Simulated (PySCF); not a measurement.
Compound: C7H12FO2 (charge +1).
SMILES with atom numbers: `[CH3:1][CH2:2][C@H:3]([F:4])[CH2:5][C+:6]1[O:7][CH2:8][CH2:9][O:10]1` (hydrogens: H11, H12, H13 on C1; H14, H15 on C2; H16 on C3; H17, H18 on C5; H19, H20 on C8; H21, H22 on C9)

Geometry (PBE0-D3(BJ)/def2-SVP, Å), atoms numbered from 1 in this order:
```
atom  x, y, z in Å
C1    -3.5296    0.4717    0.1296
C2    -2.4598   -0.5725   -0.1456
C3    -1.0733   -0.0822    0.1924
F4    -0.7354    1.0083   -0.5923
C5     0.0132   -1.1428   -0.0714
C6     1.3199   -0.4717   -0.0855
O7     2.0047   -0.3370   -1.1517
C8     3.1940    0.4556   -0.8757
C9     3.0818    0.7049    0.6325
O10    1.8192    0.0598    0.9631
H11   -3.5685    0.7393    1.1965
H12   -3.3411    1.3879   -0.4473
H13   -4.5194    0.0903   -0.1559
H14   -2.4704   -0.8669   -1.2085
H15   -2.6480   -1.4888    0.4387
H16   -1.0144    0.2486    1.2438
H17   -0.1366   -1.6239   -1.0468
H18    0.0064   -1.9029    0.7250
H19    4.0628   -0.1422   -1.1781
H20    3.1247    1.3599   -1.4932
H21    3.8600    0.2207    1.2358
H22    2.9908    1.7616    0.9125
```

Computed, not measured: PySCF 2.14.0, PBE0-D3(BJ)/def2-SVP geometry optimisation, gas phase.

Masses are those of the commonest isotopes; rigid-rotor values at the optimised geometry. The values belong to one conformer with, in the numbering `[CH3:1][CH2:2][C@H:3]([F:4])[CH2:5][C+:6]1[O:7][CH2:8][CH2:9][O:10]1`, C1–C2–C3–F4 -62°, C2–C3–C5–C6 164°, C3–C5–C6–O7 -111°.

Question: Give the principal moments of inertia and the rotational constants in MHz.

Answer: Ia = 138.98, Ib = 781.09, Ic = 785.56 u·Å²; 505379 MHz·u·Å²/I gives A = 3636, B = 647.0, C = 643.3 MHz.

Question: Classify the top.

Answer: A near-prolate asymmetric top; Ray's κ = -0.998.

Question: Is it planar, by Δ = Ic − Ia − Ib?

Answer: Not planar: Δ = Ic − Ia − Ib = -134.51 u·Å². For a rigid frame Δ = −2 Σ m c², so Σ m c² = 67.25 u·Å² lies off the ab plane: 12.26 from hydrogen and 54.99 from heavier atoms. The atom farthest from that plane is 1.73 Å away.

Question: Where do the levels up to J = 2 lie, in cm⁻¹?

Answer: Above 0(0,0):
J = 1: 1(0,1) 0.0430, 1(1,1) 0.1428, 1(1,0) 0.1429
J = 2: 2(0,2) 0.1291, 2(1,2) 0.2287, 2(1,1) 0.2291, 2(2,1) 0.5282, 2(2,0) 0.5282
Those of J = 1 are B + C, A + C and A + B.

Question: Predict some low-J microwave lines.

Answer: The dipole components (about the centre of mass, as the species is charged) are |μa| = 5.95 D, |μb| = 0.71 D, |μc| = 1.54 D. The squared components, which scale the intensities, stand as 1.00 : 0.01 : 0.07 (a : b : c). Some lines, for components of 0.1 D or more:

```tsv
type	branch	J(Ka,Kc)	MHz	lower level (cm⁻¹)
a	R	2(1,2) ← 1(1,1)	2577	0.143
a	R	2(0,2) ← 1(0,1)	2581	0.043
a	R	2(1,1) ← 1(1,0)	2584	0.143
c	Q	2(1,2) ← 2(0,2)	2986	0.129
c	Q	1(1,1) ← 1(0,1)	2989	0.043
b	Q	1(1,0) ← 1(0,1)	2993	0.043
b	Q	2(1,1) ← 2(0,2)	2997	0.129
b	R	1(1,1) ← 0(0,0)	4280	0.000
c	R	1(1,0) ← 0(0,0)	4283	0.000
c	R	2(1,1) ← 1(0,1)	5577	0.043
c	Q	2(2,1) ← 2(1,1)	8968	0.229
b	Q	2(2,1) ← 2(1,2)	8979	0.229
b	R	2(2,1) ← 1(1,0)	11552	0.143
c	R	2(2,0) ← 1(1,0)	11552	0.143
c	R	2(2,1) ← 1(1,1)	11556	0.143
b	R	2(2,0) ← 1(1,1)	11556	0.143
```

Question: Estimate the classical rotational partition function at 25 K, 100 K and 500 K.

Answer: Point group C1, symmetry number σ = 1; q = (√π/σ)·√((kT/h)³/(ABC)), k/h = 20836.6 MHz/K: 17100 at 25 K, 137000 at 100 K, 1530000 at 500 K.

Not checked by PBE0-D3(BJ)/def2-SVP frequencies. These are rigid-rotor constants of the computed structure; measured ground-state constants (B0) also hold zero-point vibration. A rigid rotor knows nothing of internal rotation, which can split or shift real lines.
